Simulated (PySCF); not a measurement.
# How methods differ on the excitation energy of Ge²⁺

Ge²⁺ [Ar] 3d10 4s2 (1S) → Ge²⁺ [Ar] 3d10 4s1 5s1 (3S), as a difference of total energies. All numbers are calculated (PySCF 2.14, scalar relativity through the core potential, in aug-cc-pVTZ-PP with ECP10MDF (6s5p4d2f, 55 functions)). Correlated levels: valence: 3s2 3p6 3d10 frozen. The calculations carry no spin-orbit coupling.

```
           method  excitation energy (cm⁻¹)
              UHF                    146390
    MP2 (valence)                    151820
SCS-MP2 (valence)                    153700
   CCSD (valence)                    153550
```

The promoted electron is Rydberg-like, and one or two diffuse shells describe it only roughly, which tends to raise the upper state.

With two correlated electrons CCSD is exact in that space.
